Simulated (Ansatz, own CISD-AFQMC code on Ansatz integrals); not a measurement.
H6Si4, SMILES `[SiH3][SiH]1[SiH]=[SiH]1` (charge 0, multiplicity 1).

Z-matrix (Å, degrees):
```
Si
H 1 1.4957
Si 1 2.2961 2 120.33
H 3 1.4868 1 146.73 2 -71.63
Si 3 2.1004 4 150.48 1 -178.46
H 5 1.4868 3 150.48 4 0.00
Si 1 2.3384 2 109.67 3 -148.00
H 7 1.4871 1 109.08 2 -180.00
H 7 1.4900 8 108.82 1 -121.30
H 7 1.4900 8 108.82 9 -117.40
```
Charge 0, multiplicity 1.

Frozen-core correlation energies in cc-pVDZ at a geometry from PBE0-D3(BJ)/def2-TZVP, on an HF energy of -1159.11452 Ha (<S^2> = 0.00, restricted and unstable towards unrestricted orbitals). Wave-function levels are from Ansatz, the walk from an own CISD-AFQMC code on Ansatz integrals (time step 0.005/Ha, trial state from CCSD amplitudes, largest double 0.11).

```
level    correlation energy (mHa)
-------  ------------------------
MP2                        -391.7
CCSD                       -456.1
CCSD(T)                    -475.9
```

Q: What correlation energy does phaseless AFQMC give, and where does it lie among these levels?

A: -478.4 ± 0.4 mHa (one standard error). AFQMC minus each level: MP2 -86.8 mHa, CCSD -22.4 mHa, CCSD(T) -2.5 mHa.
